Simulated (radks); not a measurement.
Q: As10+, 23 electrons, occupied as [Ar] 3d5. Calculated with a radial shooting solver on a logarithmic mesh with Libxc functionals: scalar-relativistic Kohn-Sham, r2SCAN, spin-unpolarised, spherical densities, finite nucleus; meta-GGA in the generalised Kohn-Sham scheme; Fermi nuclear charge, rms radius 4.0968 fm. Some entries of the table are withheld. Estimate them.

orbital  occ.  eigenvalue (hartree)  <1/r> (bohr^-1)  <r> (bohr)
1s          2             -441.4487            33.46     0.04551
2s          2             -64.77340            7.396      0.2022
2p          6             -57.92582            7.228      0.1769
3s          2             -15.79633            2.533         (1)
3p          6             -13.59532            2.409      0.5696
3d          5                   (2)              (3)      0.5541
4s          0              -6.08041              (4)       1.276
4p          0              -5.38501            1.017       1.348

A: 
(1) 3s <r> (bohr): 0.5652
(2) 3d eigenvalue (hartree): -10.04662
(3) 3d <1/r> (bohr^-1): 2.208
(4) 4s <1/r> (bohr^-1): 1.088
